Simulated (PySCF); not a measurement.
A structure optimised at PBE-D3(BJ)/def2-TZVP, used in a PySCF frequency run:

```
S
H 1 1.3698
H 1 1.3698 2 93.31
S 1 2.0687 2 101.22 3 102.13
H 4 1.3610 1 90.82 2 132.15
```
Charge +1, spin multiplicity 1.

**Question.** Write its SMILES, formula and point group.

**Answer.** S[SH2+], H3S2, Cs

**Question.** What are its rotational constants (standard atomic weights)?

**Answer.** 95.417, 6.7111, 6.5976 GHz
